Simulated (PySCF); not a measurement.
## Worked example: dipole moment from atomic charges

Al(F)(Me)(NH2) (CH5AlFN), SMILES [CH3][Al]([NH2])[F]. Atoms are numbered in the order given.

```xyz
9

Al     0.0350    -0.0314     0.0000
F      1.6533    -0.4580     0.0000
C     -0.4724     1.8443     0.0000
H     -0.0655     2.3617     0.8853
H     -1.5656     1.9845     0.0000
H     -0.0655     2.3617    -0.8853
N     -1.1162    -1.3729     0.0000
H     -2.1269    -1.2760     0.0000
H     -0.8623    -2.3564     0.0000
```

Geometry optimised at B3LYP-D3(BJ)/def2-SVP. One conformer was computed; it need not be the lowest.

Charges (e) from PySCF with HF/def2-TZVP:

```tsv
atom	ESP fit	Mulliken
Al1	1.512	0.999
F2	-0.557	-0.473
C3	-1.064	-0.633
H4	0.213	0.130
H5	0.228	0.123
H6	0.213	0.130
N7	-1.478	-0.776
H8	0.456	0.246
H9	0.477	0.255
```

The dipole moment of the full density is 2.29 D.

Q: What dipole moment does each set of point charges give, and which comes closer to that of the density?

A: 
μ = Σ q r, and 1 e Å = 4.8032 D.
ESP fit: Σ q r = (-0.482, 0.027, 0.000) e Å, |μ| = 2.32 D.
Mulliken: Σ q r = (-0.535, 0.027, 0.000) e Å, |μ| = 2.57 D.
ESP fit comes closer in size. Point charges leave out the atoms' own dipoles (lone pairs, polarised bonds); fits to the potential absorb them, partitions of the density don't.
